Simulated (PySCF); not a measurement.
## Calculated NMR parameters of CCCC1=C(C[SiH3])C[SiH2]1

| Property | Result |
| --- | --- |
| Formula | C7H16Si2 |
| SMILES | CCCC1=C(C[SiH3])C[SiH2]1 |
| Point group of the computed structure | C1 |
| Degrees of unsaturation | 2 |
| Carbon signals | 7 |
| Proton signals | 7 |

Molfile (atoms numbered from 1):
```
C7H16Si2
     RDKit          3D

 25 25  0  0  0  0  0  0  0  0999 V2000
   -2.7931   -0.4219   -0.8674 C   0  0  0  0  0  0  0  0  0  0  0  0
   -2.4438   -0.8247    0.5595 C   0  0  0  0  0  0  0  0  0  0  0  0
   -0.9368   -1.0259    0.7339 C   0  0  0  0  0  0  0  0  0  0  0  0
   -0.1900    0.2507    0.5341 C   0  0  0  0  0  0  0  0  0  0  0  0
    0.8846    0.5123   -0.2337 C   0  0  0  0  0  0  0  0  0  0  0  0
    1.6987   -0.3644   -1.1039 C   0  0  0  0  0  0  0  0  0  0  0  0
    3.1689   -1.1170   -0.1444 Si  0  0  0  0  0  4  0  0  0  0  0  0
    1.1738    1.9783   -0.0040 C   0  0  0  0  0  0  0  0  0  0  0  0
   -0.3554    2.0194    1.1634 Si  0  0  0  0  0  4  0  0  0  0  0  0
   -3.8626   -0.2524   -0.9706 H   0  0  0  0  0  0  0  0  0  0  0  0
   -2.2686    0.4924   -1.1361 H   0  0  0  0  0  0  0  0  0  0  0  0
   -2.5006   -1.2035   -1.5661 H   0  0  0  0  0  0  0  0  0  0  0  0
   -2.7735   -0.0433    1.2490 H   0  0  0  0  0  0  0  0  0  0  0  0
   -2.9676   -1.7486    0.8177 H   0  0  0  0  0  0  0  0  0  0  0  0
   -0.5840   -1.7848    0.0291 H   0  0  0  0  0  0  0  0  0  0  0  0
   -0.7449   -1.3993    1.7457 H   0  0  0  0  0  0  0  0  0  0  0  0
    1.0858   -1.1745   -1.5046 H   0  0  0  0  0  0  0  0  0  0  0  0
    2.0794    0.2130   -1.9487 H   0  0  0  0  0  0  0  0  0  0  0  0
    4.0375   -0.0469    0.3485 H   0  0  0  0  0  0  0  0  0  0  0  0
    3.9247   -1.9806   -1.0554 H   0  0  0  0  0  0  0  0  0  0  0  0
    2.6569   -1.9005    0.9802 H   0  0  0  0  0  0  0  0  0  0  0  0
    2.1492    2.1513    0.4500 H   0  0  0  0  0  0  0  0  0  0  0  0
    1.1285    2.5728   -0.9168 H   0  0  0  0  0  0  0  0  0  0  0  0
   -0.0935    2.2982    2.5760 H   0  0  0  0  0  0  0  0  0  0  0  0
   -1.4847    2.8240    0.6930 H   0  0  0  0  0  0  0  0  0  0  0  0
  1  2  1  0
  2  3  1  0
  3  4  1  0
  4  5  2  0
  5  6  1  0
  6  7  1  0
  5  8  1  0
  8  9  1  0
  9  4  1  0
  1 10  1  0
  1 11  1  0
  1 12  1  0
  2 13  1  0
  2 14  1  0
  3 15  1  0
  3 16  1  0
  6 17  1  0
  6 18  1  0
  7 19  1  0
  7 20  1  0
  7 21  1  0
  8 22  1  0
  8 23  1  0
  9 24  1  0
  9 25  1  0
M  END
```

[PySCF 2.14.0 with density-fitted response routines: PBE0/pcSseg-1 with gauge-including orbitals; geometry from GFN2-xTB; rapidly exchanging positions averaged; non-relativistic Hamiltonian; one computed conformer; no solvent model]

δ = σ(ref) − σ, references computed at the same level: ¹H (σref 31.72), ¹³C (σref 186.93), ²⁹Si (σref 349.16) vs TMS.

| carbon | δC, type | δH (multiplicity) | HMBC from (2–3 bonds) | span of the C tensor (ppm) |
| --- | --- | --- | --- | --- |
| C1 | 15.2, CH3 | 0.90 (t) | H15/H16, H13/H14 | 28 |
| C2 | 26.8, CH2 | 1.43 (m) | H15/H16, H10/H11/H12 | 15 |
| C3 | 34.9, CH2 | 2.10 (t) | H24/H25, H13/H14, H10/H11/H12 | 30 |
| C4 | 148.4, C | – | H24/H25, H15/H16, H17/H18, H22/H23, H13/H14 | 178 |
| C5 | 165.1, C | – | H24/H25, H19/H20/H21, H15/H16, H17/H18, H22/H23 | 230 |
| C6 | 17.9, CH2 | 2.09 (q) | H19/H20/H21, H22/H23 | 42 |
| C8 | 19.3, CH2 | 1.77 (m) | H24/H25, H17/H18 | 39 |

Other nuclei:
| atoms | nucleus | environment | δ (ppm) | σ (ppm) |
| --- | --- | --- | --- | --- |
| H24/H25 | ¹H | hydrogen on a silicon bonded to 2 C, in a 4-membered ring | 4.79 | 26.92 |
| H19/H20/H21 | ¹H | hydrogen on a silicon bonded to C | 3.91 | 27.81 |
| Si9 | ²⁹Si | silicon bonded to 2 C, 2 H, in a 4-membered ring | -55.5 | 404.7 |
| Si7 | ²⁹Si | silicon bonded to C, 3 H | -75.6 | 424.8 |

Carbon types of the structure: 2 × C, 4 × CH2, 1 × CH3, leaving 5 H on heteroatoms. δC 165.1, 148.4: fully substituted alkene carbon. δC 34.9: allylic sp3 CH2; aliphatic region, no heteroatom directly attached. δH 2.10: hydrogen on an allylic sp3 CH2; allylic position. δH 2.09, 1.77: hydrogen on an allylic sp3 CH2 bonded to Si; allylic position. δH 0.90: hydrogen on a methyl carbon; far from electronegative atoms and π systems.

Shifts are as computed. Against solution values, carbons near 30 ppm lie about +3 ppm off and those near 130 ppm about +5 ppm. Of 1211 compounds with measured shifts, 218 miss one by over three times the rms of a fit or turn the order of signals round; such compounds aren't used in these exercises. Multiplicities follow the n + 1 count of equivalent neighbours, as no J values were calculated; m marks all less simple cases, F and P coupling included.
